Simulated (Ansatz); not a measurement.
Si₁₆Bi. Total charge 0; doublet. Geometry r2SCAN-D4/def2-SVP; atoms count from 1.

Cartesian coordinates in Å:
```
Bi 2.359 -0.433 3.009
Si 2.894 -0.334 0.295
Si 0.319 3.202 0.974
Si -0.060 -1.365 2.179
Si -2.449 0.233 0.602
Si -1.211 1.926 -0.432
Si -1.373 -0.493 -2.389
Si -1.646 0.188 2.807
Si 1.873 -2.349 -0.843
Si -2.325 -1.825 -0.656
Si 0.176 -0.638 -0.350
Si 0.360 1.298 2.370
Si -0.269 -2.909 0.404
Si 1.465 1.504 -0.125
Si 0.591 1.212 -2.301
Si -1.591 1.894 -2.812
Si 0.885 -1.109 -2.731
```

In the def2 sets Bi takes a core potential; there is no spin–orbit coupling. Single mean-field runs in def2-TZVP are fitted with def2-universal-jkfit. The structure comes from a short search, and lower isomers may exist.

(1) Estimate the Mulliken populations from the PBE0/def2-TZVP orbitals of Ansatz.

(2) Where does the spin sit?

(3) And the Mayer bond orders between heavy atoms (over 0.3)?

## Answers

(1) 
```tsv
atom	charge (e)	spin (α − β)
Bi1	0.17	0.04
Si2	-0.08	0.16
Si3	-0.08	-0.01
Si4	0.04	0.04
Si5	0.03	0.61
Si6	0.09	0.01
Si7	0.08	-0.01
Si8	-0.08	0.00
Si9	-0.07	0.11
Si10	-0.06	0.02
Si11	0.02	0.00
Si12	0.03	0.03
Si13	-0.05	0.00
Si14	0.01	0.06
Si15	0.07	-0.03
Si16	-0.09	0.00
Si17	-0.02	-0.03
```
Mulliken values depend strongly on the basis.

(2) Summed by element: Bi 0.04, Si 0.96, of 1 unpaired in all. Largest on single atoms: Si5 0.61, Si2 0.16, Si9 0.11.

(3) Bi1–Si2 0.85 (2.77 Å); Bi1–Si4 0.81 (2.72 Å); Bi1–Si12 0.88 (2.72 Å); Si2–Si9 0.69 (2.53 Å); Si2–Si11 0.32 (2.81 Å); Si2–Si14 0.82 (2.37 Å); Si3–Si6 0.80 (2.44 Å); Si3–Si12 0.91 (2.36 Å); Si3–Si14 0.90 (2.32 Å); Si4–Si8 1.00 (2.31 Å); Si4–Si11 0.38 (2.64 Å); Si4–Si12 0.34 (2.70 Å); Si4–Si13 0.85 (2.36 Å); Si5–Si6 0.86 (2.34 Å); Si5–Si8 0.93 (2.35 Å); Si5–Si10 0.81 (2.42 Å); Si6–Si15 0.31 (2.69 Å); Si6–Si16 0.83 (2.41 Å); Si7–Si10 0.84 (2.38 Å); Si7–Si11 0.37 (2.56 Å); Si7–Si15 0.36 (2.60 Å); Si7–Si16 0.81 (2.43 Å); Si7–Si17 0.89 (2.37 Å); Si8–Si12 0.95 (2.33 Å); Si9–Si11 0.56 (2.46 Å); Si9–Si13 0.67 (2.54 Å); Si9–Si17 0.76 (2.47 Å); Si10–Si11 0.32 (2.79 Å); Si10–Si13 0.69 (2.56 Å); Si11–Si13 0.58 (2.43 Å); Si11–Si14 0.49 (2.51 Å); Si11–Si17 0.47 (2.53 Å); Si12–Si14 0.32 (2.74 Å); Si14–Si15 0.75 (2.36 Å); Si15–Si16 0.91 (2.34 Å); Si15–Si17 0.79 (2.38 Å).
